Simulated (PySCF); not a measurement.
CH₄OZn, SMILES [Zn]([OH])[CH3]. Atoms are numbered in the order given.

```xyz
7

Zn     0.0012    -0.0342     0.0231
C     -0.1799     1.6766    -0.8296
H     -0.9363     2.2805    -0.3242
H     -0.4808     1.5545    -1.8720
H      0.7658     2.2216    -0.8057
O      0.2259    -1.6604     0.7113
H     -0.1130    -1.8080     1.5950
```
Charge 0, spin multiplicity 1.

Geometry: PBE0-D3(BJ)/def2-TZVP. The isomer is the one that the SMILES or the coordinates give; other isomers of the formula were not compared. Other conformers were not sampled.

Two levels are set side by side: PBE/pcSseg-1 (PySCF) and PBE0/pcSseg-1 (PySCF). GIAO shifts against H2O (¹⁷O), TMS (¹H), TMS (¹³C) at the same level; non-relativistic, no solvent, atoms listed together averaged. Differences are taken from unrounded values.

```csv
quantity,PBE0
δ(¹³C) of C2 (ppm),-19.9
δ(¹⁷O) of O6 (ppm),-2.0
δ(¹H) of H7 (ppm),0.44
```

Problem. What does PBE give, and how far is it from PBE0? (The exact figures need the calculation; the answer reports its results.)

Solution. 
| quantity | PBE | PBE minus PBE0 |
|---|---|---|
| δ(¹³C) of C2 (ppm) | -17.8 | 2.1 |
| δ(¹⁷O) of O6 (ppm) | 16.5 | 18.5 |
| δ(¹H) of H7 (ppm) | 0.70 | 0.26 |

Rough cost on one machine, each run with all the roots and properties that it gave: PBE0 against PBE within a factor of 2.
